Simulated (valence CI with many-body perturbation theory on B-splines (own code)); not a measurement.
From CI to CI+MBPT in Tb33+

Calculated by valence CI with perturbative core correlation (CI+MBPT): four valence electrons over a frozen Dirac-Fock core [Ar] 3d10, radial functions for each j: 11 s, 11 p, 9 d, 7 f, 5 g, 2 h, 1 i, with the one-electron correlation potential Σ1 (screened to all orders), the two-electron term Σ2, the three-electron term Σ3, Breit, model QED; selected single and double excitations, second order for the rest (own B-spline code, finite nucleus).

No measured spectrum was set against this ion. As an estimate, large intervals hold to a few tenths of a per cent, small ones and those within an open d or f shell to about a per cent.

Each rung adds one term. CI alone is the Dirac-Coulomb CI over the frozen core; QED comes last and gives the full result, which names the levels. Energies are above (4s^2 4p1/2^2) J=0 on the same rung, in cm⁻¹.

Levels are named by their leading jj configuration (3d3/2^4 stands for four electrons in 3d with j = 3/2), which in mixed levels can hold well under half, so a name can repeat and another be missing. Letters in brackets count levels of one name in rising energy.

| Level | CI alone | + Σ1 | + Σ2 | + Σ3 | + Breit | Full |
| --- | --- | --- | --- | --- | --- | --- |
| (4s^2 4p1/2 4p3/2) J=1 | 354578 | 356043 | 357280 | 357375 | 352689 | 353249 |
| (4s^2 4p1/2 4p3/2) J=2 | 383409 | 384890 | 385663 | 385697 | 380805 | 381368 |
| (4s^2 4p3/2^2) J=2 | 759364 | 762314 | 764118 | 764189 | 754729 | 755824 |
| (4s^2 4p3/2^2) J=0 | 822617 | 825584 | 826303 | 826219 | 817025 | 818102 |
| (4s 4p1/2^2 4p3/2) J=2 | 951755 | 952690 | 955315 | 955571 | 954792 | 949667 |
| (4s 4p1/2^2 4p3/2) J=1 | 1052730 | 1053690 | 1052410 | 1052530 | 1051700 | 1046700 |
| (4s 4p1/2 4p3/2^2) J=2 [a] | 1275780 | 1277980 | 1282680 | 1283050 | 1277740 | 1273420 |
| (4s^2 4p1/2 4d3/2) J=2 | 1333500 | 1333980 | 1335200 | 1335520 | 1328710 | 1327790 |
| (4s 4p1/2 4p3/2^2) J=3 | 1333460 | 1335680 | 1339020 | 1339320 | 1333380 | 1329180 |
| (4s 4p1/2 4p3/2^2) J=0 | 1394680 | 1397030 | 1398790 | 1398910 | 1393840 | 1389350 |
| (4s 4p1/2 4p3/2^2) J=1 [a] | 1417870 | 1419780 | 1417580 | 1417730 | 1412120 | 1408610 |
| (4s 4p1/2 4p3/2^2) J=1 [b] | 1459980 | 1461900 | 1458120 | 1458160 | 1452730 | 1448900 |
| (4s 4p1/2 4p3/2^2) J=2 [b] | 1460780 | 1462680 | 1460780 | 1460920 | 1454490 | 1451230 |
| (4s^2 4p1/2 4d5/2) J=3 | 1505660 | 1506590 | 1504050 | 1504180 | 1495110 | 1494680 |
| (4s^2 4p1/2 4d3/2) J=1 | 1509460 | 1510710 | 1503380 | 1503320 | 1497220 | 1494850 |
| (4s^2 4p1/2 4d5/2) J=2 | 1526900 | 1527960 | 1521370 | 1521390 | 1513380 | 1512310 |
| (4s 4p3/2^3) J=2 | 1730730 | 1734070 | 1737360 | 1737660 | 1726920 | 1724050 |
| (4s^2 4p3/2 4d3/2) J=1 | 1798600 | 1800870 | 1797160 | 1797300 | 1786540 | 1785420 |
| (4s^2 4p3/2 4d3/2) J=2 | 1811310 | 1813090 | 1807960 | 1808070 | 1796720 | 1796560 |
| (4s^2 4p3/2 4d3/2) J=0 | 1824050 | 1825790 | 1821320 | 1821420 | 1810240 | 1810240 |
| (4s^2 4p3/2 4d5/2) J=4 | 1821190 | 1823410 | 1824550 | 1824850 | 1811020 | 1811430 |
| (4s^2 4p3/2 4d3/2) J=3 | 1830010 | 1831750 | 1826850 | 1826900 | 1815030 | 1815110 |
| (4s 4p3/2^3) J=1 | 1898480 | 1901520 | 1896310 | 1896310 | 1885250 | 1883110 |
| (4s^2 4p3/2 4d5/2) J=2 | 1924830 | 1927490 | 1921350 | 1921340 | 1908980 | 1908070 |
| (4s 4p1/2^2 4d3/2) J=1 | 1947660 | 1947350 | 1949070 | 1949500 | 1946780 | 1940690 |
| (4s^2 4p3/2 4d5/2) J=3 | 1959180 | 1961380 | 1954090 | 1953970 | 1940560 | 1940850 |
| (4s 4p1/2^2 4d3/2) J=2 | 1958790 | 1958770 | 1960400 | 1960800 | 1958100 | 1951520 |
| (4s^2 4p3/2 4d5/2) J=1 | 2000020 | 2002590 | 1994870 | 1994600 | 1982190 | 1981600 |
| (4p1/2^2 4p3/2^2) J=2 | 2033340 | 2034540 | 2033690 | 2034070 | 2031480 | 2022970 |
| (4s 4p1/2^2 4d5/2) J=3 | 2066580 | 2066870 | 2066820 | 2067240 | 2062110 | 2056290 |
| (4p1/2^2 4p3/2^2) J=0 | 2111350 | 2113150 | 2109850 | 2110030 | 2108520 | 2098690 |

(1) How does the ionisation energy move along the ladder, and which term matters most?

## Answers

(1) CI alone 1394.9, + Σ1 1396.5, + Σ2 1396.6, + Σ3 1396.5, + Breit 1395.0, + QED 1395.1 eV. The largest step is Σ1, 1.7 eV. NIST lists 1393 ± 5 eV (theoretical).
